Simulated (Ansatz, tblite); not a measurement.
Cost and result up the ladder for the cluster InAs₂⁻ (3 atoms). The state is a singlet with charge -1. Geometry: r2SCAN-D4/def2-TZVPD.

```xyz
3

In   -0.271    1.615   -0.326
As    1.241   -0.594    0.303
As   -0.970   -1.021    0.023
```

Ansatz on 4 threads of Arm Neoverse V1 on a shared host; xTB runs through tblite on one thread. Times are rough, summed over both states, and most runs start from the orbitals of an earlier one. PBE0-D4/def2-TZVPD serves as the yardstick here, not as an exact answer. The other state is a doublet.

In the def2 sets In takes a core potential; there is no spin–orbit coupling. The xTB rows come from tblite. The structure comes from a short search, and lower isomers may exist.

Raw xTB energies of ions are shifted by several eV.

```json
{"level": "GFN2-xTB", "functions": "27", "wall time": "0.006 s"}
{"level": "GFN1-xTB", "functions": "27", "wall time": "0.007 s"}
{"level": "PBE-D4/def2-TZVPD", "functions": "164", "wall time": "5.6 s"}
{"level": "PBE0-D4/def2-TZVPD", "functions": "164", "wall time": "11 s"}
{"level": "r2SCAN-D4/def2-TZVPD", "functions": "164", "wall time": "14 s"}
```

Question: Estimate what each level gives for the vertical IE (eV).

Answer: 
| level | vertical IE (eV) | difference from PBE0-D4/def2-TZVPD (eV) | remarks |
| --- | --- | --- | --- |
| GFN2-xTB | 4.44 | 2.57 | – |
| GFN1-xTB | 5.66 | 3.79 | – |
| PBE-D4/def2-TZVPD | 1.81 | -0.06 | HOMO above zero (-1 singlet) |
| PBE0-D4/def2-TZVPD | 1.87 | 0.00 | – |
| r2SCAN-D4/def2-TZVPD | 1.86 | -0.02 | HOMO above zero (-1 singlet) |
